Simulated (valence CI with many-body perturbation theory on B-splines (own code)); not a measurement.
E1 transitions of Sn19+

Method: valence CI with perturbative core correlation (CI+MBPT): three valence electrons over a frozen Dirac-Fock core [Ar] 3d10, radial functions for each j: 11 s, 11 p, 9 d, 7 f, 5 g, 2 h, 1 i, with the one-electron correlation potential Σ1, the two-electron term Σ2, the three-electron term Σ3, Breit, model QED; selected CI, second order for the rest (own B-spline code, finite nucleus).

No measured spectrum was set against this ion. As an estimate, levels hold to about 250 cm⁻¹ or 0.2 % of their energy and the worst to 1 %, as in measured heavy ions of charge 2 to 7; those with d or f electrons hold less well.

Lines 201 to 250 of 268 in falling wavelength, among levels below 1617300 cm⁻¹, chosen from the strongest by gf and those to the six lowest levels. Wavelengths and rates use the calculated energies, so an error of 2000 cm⁻¹ moves a line at 140.4 Å by 0.28 % and its rate by three times that or more. Electric multipoles are in the length gauge, E1 and E2 with the static RPA response of the core. Weak lines are less certain than strong ones. Lines between different terms over intervals too small for the method are left out, as are lines whose strength nearly cancels. Where a level lies close to another of its J and parity, the split of strength between their lines is uncertain. The highest levels of a list are the least certain.

Names give the largest LS component (configuration and term), which can be under half, so a name can repeat, a term be missing and a line seem to break the LS rules; names also repeat where a configuration has a term twice. Letters in brackets count levels of one name in rising energy.

```tsv
λ vac (Å)	Upper	Lower	A (s⁻¹)	S (a.u.) with core polarisation	S without
140.4	4s 4p 4d 2D°_5/2 [a]	4s 4p2 4P_5/2	8.23e+07	6.75e-04	6.99e-04
140.4	4p2 4d 2F_7/2 [b]	4p3 2D°_5/2	1.98e+11	2.16e+00	2.33e+00
140.0	4s 4p 4d 4P°_1/2	4s 4p2 4P_3/2	1.28e+11	3.47e-01	3.76e-01
140.0	4s2 4d 2D_3/2	4s2 4p 2P°_1/2	1.46e+11	7.91e-01	8.58e-01
139.5	4s 4p 4d 4D°_5/2	4s 4p2 4P_3/2	5.94e+10	4.78e-01	5.18e-01
139.4	4s 4p 4d 2P°_1/2 [b]	4s 4p2 2P_1/2	5.71e+10	1.53e-01	1.66e-01
139.3	4s 4p 4d 4P°_3/2	4s 4p2 4P_3/2	8.15e+10	4.35e-01	4.71e-01
138.3	4p2 4d 2D_5/2	4p3 2P°_3/2 [a]	1.05e+11	8.20e-01	8.86e-01
138.0	4s 4p 4d 2F°_5/2 [b]	4s 4p2 2D_3/2	1.56e+11	1.22e+00	1.31e+00
136.7	4s 4p 4d 2D°_3/2 [b]	4s 4p2 2P_1/2	3.36e+10	1.69e-01	1.84e-01
135.2	4s 4p 4d 2D°_5/2 [a]	4s 4p2 4P_3/2	7.83e+08	5.73e-03	6.22e-03
135.1	4s 4p 4d 2P°_1/2 [a]	4s 4p2 2D_3/2	3.86e+08	9.40e-04	1.00e-03
134.0	4s 4p 4d 2P°_3/2 [a]	4s 4p2 4P_5/2	1.67e+08	7.91e-04	8.61e-04
133.2	4s 4p 4d 2P°_1/2 [b]	4s 4p2 2D_3/2	4.35e+09	1.01e-02	1.10e-02
133.0	4s 4p 4d 2F°_7/2 [a]	4s 4p2 4P_5/2	1.78e+10	1.65e-01	1.79e-01
132.3	4s 4p 4d 2D°_3/2 [a]	4s 4p2 4P_1/2	1.89e+10	8.65e-02	9.39e-02
130.6	4s 4p 4d 2D°_3/2 [b]	4s 4p2 2D_3/2	1.16e+10	5.11e-02	5.55e-02
130.6	4s 4p 4d 2P°_3/2 [b]	4s 4p2 2D_3/2	5.29e+08	2.33e-03	2.52e-03
130.2	4s 4p 4d 4P°_1/2	4s 4p2 4P_1/2	4.64e+07	1.01e-04	1.09e-04
129.6	4s 4p 4d 4P°_3/2	4s 4p2 4P_1/2	6.50e+08	2.79e-03	3.04e-03
129.5	4s 4p 4d 2D°_5/2 [b]	4s 4p2 2D_3/2	5.69e+08	3.66e-03	4.04e-03
129.2	4s 4p 4d 2P°_3/2 [a]	4s 4p2 4P_3/2	1.17e+09	4.96e-03	5.39e-03
129.2	4s 4p 4d 2F°_7/2 [b]	4s 4p2 4P_5/2	1.74e+10	1.48e-01	1.60e-01
128.9	4s 4p 4d 2F°_5/2 [b]	4s 4p2 4P_5/2	1.98e+08	1.25e-03	1.34e-03
124.5	4s 4p 4d 2F°_5/2 [b]	4s 4p2 4P_3/2	5.52e+08	3.15e-03	3.40e-03
122.4	4s 4p 4d 2D°_3/2 [b]	4s 4p2 4P_5/2	1.65e+08	5.98e-04	6.50e-04
122.4	4s 4p 4d 2P°_3/2 [b]	4s 4p2 4P_5/2	9.84e+07	3.56e-04	3.88e-04
122.1	4s 4p 4d 2P°_1/2 [a]	4s 4p2 4P_3/2	5.63e+08	1.01e-03	1.10e-03
121.5	4s 4p 4d 2D°_5/2 [b]	4s 4p2 4P_5/2	1.21e+09	6.40e-03	6.95e-03
120.8	4s 4p 4d 2P°_3/2 [a]	4s 4p2 4P_1/2	4.78e+09	1.66e-02	1.81e-02
120.6	4s 4p 4d 2P°_1/2 [b]	4s 4p2 4P_3/2	1.25e+08	2.17e-04	2.36e-04
118.5	4s 4p 4d 2D°_3/2 [b]	4s 4p2 4P_3/2	7.12e+08	2.34e-03	2.54e-03
118.4	4s 4p 4d 2P°_3/2 [b]	4s 4p2 4P_3/2	2.62e+08	8.60e-04	9.33e-04
117.6	4s 4p 4d 2D°_5/2 [b]	4s 4p2 4P_3/2	7.72e+08	3.72e-03	4.03e-03
114.6	4s 4p 4d 2P°_1/2 [a]	4s 4p2 4P_1/2	7.96e+08	1.18e-03	1.28e-03
113.2	4s 4p 4d 2P°_1/2 [b]	4s 4p2 4P_1/2	5.43e+08	7.78e-04	8.47e-04
111.4	4s 4p 4d 2D°_3/2 [b]	4s 4p2 4P_1/2	1.54e+08	4.19e-04	4.57e-04
111.4	4s 4p 4d 2P°_3/2 [b]	4s 4p2 4P_1/2	1.86e+08	5.06e-04	5.49e-04
109.1	4s2 4f 2F°_5/2	4s 4p2 2D_3/2	3.23e+09	1.24e-02	1.37e-02
103.3	4s2 4f 2F°_5/2	4s 4p2 4P_5/2	5.05e+07	1.65e-04	1.81e-04
103.3	4s2 4f 2F°_7/2	4s 4p2 4P_5/2	9.42e+08	4.10e-03	4.49e-03
100.5	4s2 4f 2F°_5/2	4s 4p2 4P_3/2	8.35e+07	2.51e-04	2.75e-04
76.98	4p2 4d 4F_3/2	4s2 4p 2P°_3/2	1.03e+06	9.25e-07	1.01e-06
75.48	4p2 4d 4F_5/2	4s2 4p 2P°_3/2	1.28e+07	1.63e-05	1.80e-05
74.04	4p2 4d 2F_5/2 [a]	4s2 4p 2P°_3/2	3.22e+05	3.87e-07	4.34e-07
73.28	4p2 4d 2P_3/2	4s2 4p 2P°_3/2	1.26e+06	9.78e-07	1.08e-06
73.13	4p2 4d 4D_1/2	4s2 4p 2P°_3/2	1.14e+05	4.39e-08	4.92e-08
72.07	4p2 4d 4F_3/2	4s2 4p 2P°_1/2	3.56e+07	2.63e-05	2.90e-05
71.57	4p2 4d 4D_3/2	4s2 4p 2P°_3/2	2.59e+06	1.88e-06	2.13e-06
71.56	4p2 4d 4D_5/2	4s2 4p 2P°_3/2	2.12e+05	2.30e-07	2.41e-07
```
